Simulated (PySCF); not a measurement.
Pd⁺: ionisation energy

Pd⁺ [Kr] 4d9 (2D) → Pd²⁺ [Kr] 4d8 (3F), as a difference of total energies. Calculation: PySCF 2.14, in x2c-TZVPPall (8s6p6d2f1g, 79 functions); scalar relativity by spin-free X2C-1e. Correlated levels: valence: [Kr] frozen. The calculations carry no spin-orbit coupling.

**Question.** Order these methods by the ionisation energy they give, lowest first.
A. CCSD (valence)
B. UHF
C. CCSD(T) (valence)
D. MP2 (valence)

**Answer.** B (17.432 eV), A (19.073 eV), C (19.173 eV), D (19.373 eV).

The reference lies between the lowest fine-structure levels, while these numbers refer to the centres of the terms.

Errors of the correlated levels include the incompleteness of this basis and the frozen core.

For comparison: 19.43 ± 0.12 eV (semi-empirical (NIST evaluation); NIST Atomic Spectra Database, ionization energies).
